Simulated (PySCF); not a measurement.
Point-charge models of `COBOC` against its computed dipole.

Coordinates (PBE0-D3(BJ)/def2-SVP, Å) and charges (e) from the PBE0/pcSseg-1 density (PySCF):

| atom | x | y | z | Mulliken | IAO | Hirshfeld | ESP-fitted |
| --- | --- | --- | --- | --- | --- | --- | --- |
| C1 | 2.346 | 0.516 | 0.297 | -0.0292 | -0.1877 | -0.0255 | +0.0009 |
| O2 | 0.995 | 0.805 | 0.508 | -0.4718 | -0.3825 | -0.1766 | -0.4510 |
| B3 | 0.007 | 0.006 | 0.054 | +0.4865 | +0.3668 | +0.2051 | +0.6835 |
| O4 | -1.265 | 0.372 | 0.318 | -0.4718 | -0.3825 | -0.1766 | -0.4505 |
| C5 | -2.364 | -0.379 | -0.113 | -0.0292 | -0.1877 | -0.0256 | -0.0148 |
| H6 | 2.819 | 1.334 | -0.270 | +0.1157 | +0.1445 | +0.0466 | +0.0801 |
| H7 | 2.865 | 0.429 | 1.265 | +0.1160 | +0.1448 | +0.0467 | +0.0811 |
| H8 | 2.488 | -0.425 | -0.262 | +0.1001 | +0.1250 | +0.0416 | +0.0302 |
| H9 | 0.254 | -1.009 | -0.572 | -0.1480 | -0.0550 | -0.0705 | -0.1641 |
| H10 | -2.950 | -0.717 | 0.756 | +0.1156 | +0.1443 | +0.0466 | +0.0836 |
| H11 | -2.059 | -1.265 | -0.696 | +0.1001 | +0.1250 | +0.0416 | +0.0351 |
| H12 | -3.017 | 0.246 | -0.742 | +0.1161 | +0.1450 | +0.0468 | +0.0860 |

Task: What dipole does each set of charges give (1 e·Å = 4.803 D), and what does the density give?

Result: The full density gives (0.36, -1.46, -0.90) D, 1.75 D in size; dipole vectors point from the negative to the positive end.

```
    scheme    μx     μy     μz  size (D)  share of the full size (%)  angle to the full dipole (°)
  Mulliken  0.50  -2.05  -1.27      2.46                         140                             0
       IAO  0.52  -2.12  -1.31      2.55                         146                             0
 Hirshfeld  0.17  -0.72  -0.44      0.86                          49                             0
ESP-fitted  0.37  -1.49  -0.92      1.79                         102                             0
```

Task: Which set comes closest?

Result: Length of the difference vector: ESP-fitted 0.03 D, Mulliken 0.71 D, IAO 0.80 D, Hirshfeld 0.89 D. Closest: ESP-fitted. ESP charges are fitted to the potential around the molecule, whose slowest-falling term is the dipole's. The schemes that divide the density aren't constrained to reproduce the dipole.

Task: What is left for the Hirshfeld atoms' own dipoles?

Result: The Hirshfeld atoms' densities add up to the full density, so μ = Σ q r + Σ (atomic dipoles). The atomic dipoles sum to (0.36, -1.46, -0.90) − (0.17, -0.72, -0.44) = (0.19, -0.74, -0.46) D, 0.89 D in size.

Task: With the origin at the mean of the coordinates, (0.010, -0.007, 0.045) Å, which are the largest single terms, by size, of the ESP-fitted dipole along the direction of the full one?

Result: O4 +1.55, O2 +1.55, H9 -0.95, H12 -0.17, H11 +0.17 D; all 12 atoms together +1.79 D. The single terms depend on the origin, their sum doesn't.

Task: Give the size of the full dipole in other units.

Result: 1.75 D = 0.689 au = 0.365 e·Å = 5.85 × 10⁻³⁰ C·m.

Isolated species at its PBE0-D3(BJ)/def2-SVP geometry (one conformer only).

The values belong to the conformer `[CH3:1][O:2][BH:3][O:4][CH3:5]`: C1–O2–B3–O4 180°, O2–B3–O4–C5 180°.
